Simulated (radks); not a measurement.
Numerical settings for neutral molybdenum, [Kr] 4d5 5s1. Calculated with a radial shooting solver on a logarithmic mesh with Libxc functionals: scalar-relativistic Kohn-Sham, PBEsol, spin-polarised, spherical densities, finite nucleus; open shells are filled with parallel spins first (spin-orbit coupling, left out, can overturn this in heavy ions); Fermi nuclear charge, rms radius 4.4091 fm. The defaults (mesh step 0.008 in ln r, mesh end at 40 bohr or more with all orbitals vanishing there, Anderson mixing 0.5 over 9 steps, residual threshold near 1e-9 with the energy settled to 1e-9 hartree or 1e-11 of itself, here a cap of 74 iterations) give E = -4046.5510 hartree and 4d at -4.574 eV in 13 iterations. Run on one thread of a shared host, so times are rough (Arm Neoverse V1): 0.19 s of CPU time, 0.19 s wall, 13 iterations on 2437 mesh points. Changes against that run (0 stands for a change within the tolerance of the run):

| setting | iterations | converged | E (mhartree) | e(4d) (meV) | CPU (s) |
|---|---|---|---|---|---|
| mesh step in ln r 0.012 | 13 | yes | 0 | 0 | 0.13 |
| mesh step in ln r 0.003 | 17 | yes | 0 | 0 | 0.56 |
| mesh step in ln r 0.02 | 13 | yes | 0 | 0 | 0.09 |
| mesh end (bohr) 3 | 13 | level above zero | +2.02e+03 | +1.72e+04 | 0.14 |
| mesh end (bohr) 400 | 13 | yes | 0 | 0 | 0.19 |
| residual threshold 0.01 | 8 | yes | -0.000151 | -1.2 | 0.14 |
| residual threshold 0.1 | 8 | yes | -0.000151 | -1.2 | 0.14 |
| mixing 1 | 14 | yes | 0 | 0 | 0.2 |
| linear mixing, mixing 0.5 | 30 | yes | 0 | 0 | 0.34 |
| linear mixing, mixing 0.8 | 74 | no | +7.09e+03 | +4.58e+03 | 1.4 |
| mixing history 20 | 20 | yes | 0 | 0 | 0.26 |
| iteration cap 3 | 3 | no | +12 | -448 | 0.06 |

Settled on a wrong energy, with an occupied level pushed above zero by the early mesh end: mesh end (bohr) 3 (+2.02 hartree). Apart from these: no run marked as converged misses the energy by more than 1 mhartree. A mesh that ends early acts as a hard wall.
